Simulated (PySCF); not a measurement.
Ge(F)(SH)3 (FGeH₃S₃), SMILES [F][Ge]([SH])([SH])[SH]. Heavy atoms are numbered as in [F:1][Ge:2]([SH:3])([SH:4])[SH:5]. Hydrogens are named by the atom that carries them.

Geometry optimised at B3LYP-D3(BJ)/def2-SVP. This is a generated structure with no PubChem entry under its InChIKey; it may be hypothetical. Other conformers were not sampled.

Method: PySCF with M06-2X/def2-TZVP.

ESP charges are fitted to the potential on shells at 1.4 to 2.0 van der Waals radii. Atomic charges (e), one atom of each kind:

```tsv
atom	Löwdin	Mulliken	ESP fit
F1	-0.17	-0.40	-0.31
Ge2	-0.25	0.78	0.37
S3 (SH)	0.08	-0.31	-0.24
H on S3	0.06	0.19	0.22
```
